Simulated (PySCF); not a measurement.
## Bonding in Si(NCS)2Cl2

Compound: Si(NCS)2Cl2, C2Cl2N2S2Si.
Geometry (PBE0-D3(BJ)/def2-SVP, Å), atoms numbered from 1 in this order:
```
atom  x, y, z in Å
Si1   -0.6997   -0.0346   -0.5518
N2    -0.7829    0.0057    1.1402
C3    -0.8268    0.0295    2.3383
S4    -0.8824    0.0608    3.9023
N5     0.9275   -0.0264   -1.0248
C6     2.0681   -0.0046   -1.3936
S7     3.5581    0.0225   -1.8717
Cl8   -1.6311    1.6015   -1.3228
Cl9   -1.5979   -1.7239   -1.2419
```

Bond orders from the PBE0/pcSseg-1 density (PySCF). Geometry: PBE0-D3(BJ)/def2-SVP; no solvent, vibrations or thermal averaging.

Problem. Give the Mayer order of every bond, beside its length.

Solution. 
```tsv
bond	length (Å)	Mayer order
Si1–N2	1.695	0.959
Si1–N5	1.695	0.957
Si1–Cl8	2.034	1.066
Si1–Cl9	2.034	1.067
N2–C3	1.199	1.928
C3–S4	1.565	1.832
N5–C6	1.199	1.929
C6–S7	1.565	1.831
```

Problem. Sum the orders of all bonds at each heavy atom with more than one neighbour.

Solution. Si1 4.049, N2 2.887, C3 3.760, N5 2.886, C6 3.760. Orders between atoms that aren't bonded are not in these sums.

The Mayer order sums products of elements of PS (density times overlap matrix) between the two atoms' basis functions, so it depends on the basis set.
